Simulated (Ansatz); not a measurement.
Reaction (redistribution): `C[SiH](C)[AlH2]` + `[SiH3]NP` → `C[SiH](C)NP` + `[AlH2][SiH3]`

Isolated molecules relaxed with PBE0-D4/def2-TZVP in Ansatz; ΔE leaves out vibrations. CCSD(T)/CBS is the MP2 limit (def2-TZVPP, def2-QZVPP) plus CCSD(T) − MP2 in def2-TZVPP, frozen cores. This one scheme is used for every species. Functionals use def2-TZVPP. B3LYP here is the variant with VWN-RPA as its local correlation; programs differ in this. Each species was taken in one conformer, which may not be the lowest.

```json
{"level": "PBE-D4", "ΔE (kJ/mol)": "-24.0"}
{"level": "r2SCAN-D4", "ΔE (kJ/mol)": "-26.1"}
{"level": "B3LYP-D4", "ΔE (kJ/mol)": "-24.1"}
{"level": "ωB97X-V", "ΔE (kJ/mol)": "-24.1"}
{"level": "B2PLYP", "ΔE (kJ/mol)": "-22.1"}
{"level": "CCSD(T)/def2-TZVPP", "ΔE (kJ/mol)": "-24.4"}
{"level": "MP2/def2-QZVPP", "ΔE (kJ/mol)": "-22.8"}
{"level": "SCS-MP2/def2-QZVPP", "ΔE (kJ/mol)": "-21.1"}
```

Q: What does CCSD(T)/CBS give? (Estimate.)

A: Computed: -24.2 kJ/mol. The listed levels differ from it by 0.2, -1.9, 0.1, 0.1, 2.1, -0.2, 1.4, 3.1 kJ/mol.

Largest T1 diagnostic among the species: 0.012.
